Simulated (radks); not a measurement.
Values are calculated unless marked as measured or tabulated.
Task: The mean radii <r> (bohr) of the occupied orbitals of an atom or ion are listed with their occupations. Code: a radial shooting solver on a logarithmic mesh with Libxc functionals. Model: scalar-relativistic Kohn-Sham, PBE, spin-polarised, spherical densities, finite nucleus; Fermi nuclear charge, rms radius of each element as measured or else 0.836 A^(1/3) + 0.57 fm.

| orbital | occ. | <r> |
|---|---|---|
| 1s up | 1 | 0.02842 |
| 1s down | 1 | 0.02842 |
| 2s up | 1 | 0.1226 |
| 2s down | 1 | 0.1226 |
| 2p up | 3 | 0.1071 |
| 2p down | 3 | 0.1071 |
| 3s up | 1 | 0.3305 |
| 3s down | 1 | 0.3305 |
| 3p up | 3 | 0.3287 |
| 3p down | 3 | 0.3287 |
| 3d up | 5 | 0.3054 |
| 3d down | 5 | 0.3054 |
| 4s up | 1 | 0.7907 |
| 4s down | 1 | 0.7907 |
| 4p up | 3 | 0.8521 |
| 4p down | 3 | 0.8518 |
| 4d up | 5 | 1.027 |
| 4d down | 5 | 1.023 |
| 5s up | 1 | 2.091 |
| 5s down | 1 | 2.084 |
| 5p up | 1 | 2.491 |

Name the element and its charge. Open shells, if any, are filled with parallel spins first.

Result: Z = 51, antimony, charge +2: Sb2+ in [Kr] 4d10 5s2 5p1. The 1s radius gives Z: for a bare nucleus <r> = (2 gamma + 1)/(2Z) with gamma = sqrt(1 - (Z/c)^2), 0.028 bohr for Z = 51, and screening makes it slightly larger (0.02842 here). The occupations add up to 49, and the charge is Z minus that.
